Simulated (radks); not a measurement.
Q: The aluminium ion Al10+ is in [He] 2s1. Method: scalar-relativistic Kohn-Sham, PBE, spin-polarised, spherical densities, finite nucleus; Fermi nuclear charge, rms radius of each element as measured or else 0.836 A^(1/3) + 0.57 fm; computed with a radial shooting solver on a logarithmic mesh with Libxc functionals. Open shells are filled with parallel spins first. One electron is removed from 2s, 1s in turn, with full relaxation. Which removal costs least, and what does each cost?

A: 2s 443.13 eV; 1s 2015.9 eV. The 2s electron leaves first.
